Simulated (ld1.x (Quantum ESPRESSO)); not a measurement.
u(r) = r·R(r): atom against pseudo-atom (O)

Columns: radius, all-electron u(r) and pseudo u(r) of the 2s shell (level -23.91 eV) of oxygen in the configuration [He] 2s2 2p4; PBE, non-relativistic, PAW scheme, ld1.x (Quantum ESPRESSO) 7.5.

```json
{"r (bohr)": "0.068", "all-electron": "0.3863", "pseudo": "-0.1306"}
{"r (bohr)": "0.135", "all-electron": "0.3958", "pseudo": "-0.2563"}
{"r (bohr)": "0.202", "all-electron": "0.2402", "pseudo": "-0.3765"}
{"r (bohr)": "0.270", "all-electron": "0.0214", "pseudo": "-0.4904"}
{"r (bohr)": "0.338", "all-electron": "-0.2030", "pseudo": "-0.5940"}
{"r (bohr)": "0.405", "all-electron": "-0.4036", "pseudo": "-0.6845"}
{"r (bohr)": "0.473", "all-electron": "-0.5753", "pseudo": "-0.7635"}
{"r (bohr)": "0.540", "all-electron": "-0.7105", "pseudo": "-0.8284"}
{"r (bohr)": "0.608", "all-electron": "-0.8138", "pseudo": "-0.8808"}
{"r (bohr)": "0.675", "all-electron": "-0.8857", "pseudo": "-0.9194"}
{"r (bohr)": "0.742", "all-electron": "-0.9315", "pseudo": "-0.9457"}
{"r (bohr)": "0.810", "all-electron": "-0.9561", "pseudo": "-0.9602"}
{"r (bohr)": "0.878", "all-electron": "-0.9625", "pseudo": "-0.9630"}
{"r (bohr)": "0.945", "all-electron": "-0.9548", "pseudo": "-0.9548"}
{"r (bohr)": "1.013", "all-electron": "-0.9361", "pseudo": "-0.9361"}
{"r (bohr)": "1.080", "all-electron": "-0.9095", "pseudo": "-0.9095"}
{"r (bohr)": "1.148", "all-electron": "-0.8764", "pseudo": "-0.8764"}
{"r (bohr)": "1.215", "all-electron": "-0.8398", "pseudo": "-0.8398"}
{"r (bohr)": "1.283", "all-electron": "-0.7999", "pseudo": "-0.7999"}
{"r (bohr)": "1.350", "all-electron": "-0.7590", "pseudo": "-0.7590"}
{"r (bohr)": "1.418", "all-electron": "-0.7170", "pseudo": "-0.7170"}
{"r (bohr)": "1.485", "all-electron": "-0.6757", "pseudo": "-0.6757"}
{"r (bohr)": "1.553", "all-electron": "-0.6344", "pseudo": "-0.6344"}
{"r (bohr)": "1.620", "all-electron": "-0.5947", "pseudo": "-0.5947"}
{"r (bohr)": "1.688", "all-electron": "-0.5558", "pseudo": "-0.5558"}
{"r (bohr)": "1.755", "all-electron": "-0.5190", "pseudo": "-0.5190"}
```

(1) How many radial nodes do the two functions have?

(2) At about which radius was the pseudo-wave matched?

(3) Is the pseudo-wave norm-conserving?

## Answers

(1) The all-electron 2s function has n − l − 1 = 1; the pseudo-wave has 0, since the states of the same l below it are removed with the core.

(2) 0.95 bohr. The columns agree to 0.0005 from 0.88 bohr on; several derivatives are matched, so the curves merge somewhat inside the radius.

(3) No, it belongs to a PAW set: the norm inside the radius is not constrained, and the difference is carried by the augmentation charge.
